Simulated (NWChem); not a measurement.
Molecule: SbF3; SMILES [Sb]([F])([F])[F]

All runs: NWChem. Structure relaxed at the PBE0/def2-SVP level. No frequency run checked for a minimum. def2 effective core potentials on Sb; no spin-orbit coupling.

Diagonal of the polarisability tensor at PBE/def2-SVPD, static: 40.35, 40.35, 36.45 bohr³.

Question: Find the mean polarisability volume, the molar refraction, and the refractive index that an ideal gas of it would have at 273.15 K and 1 atm.

Answer: 
1. Mean: one third of the trace = 39.05 bohr³ × 0.14818 Å³/bohr³ = 5.79 Å³.
2. Molar refraction (Lorentz-Lorenz): (4π/3) N_A α = 14.6 cm³/mol.
3. Number density p/kT = 2.687 × 10⁻⁵ Å⁻³; n − 1 = 2π N α = 9.77 × 10⁻⁴.
4. These hold the electronic response alone: vibrational and orientational terms add to the static dielectric constant.
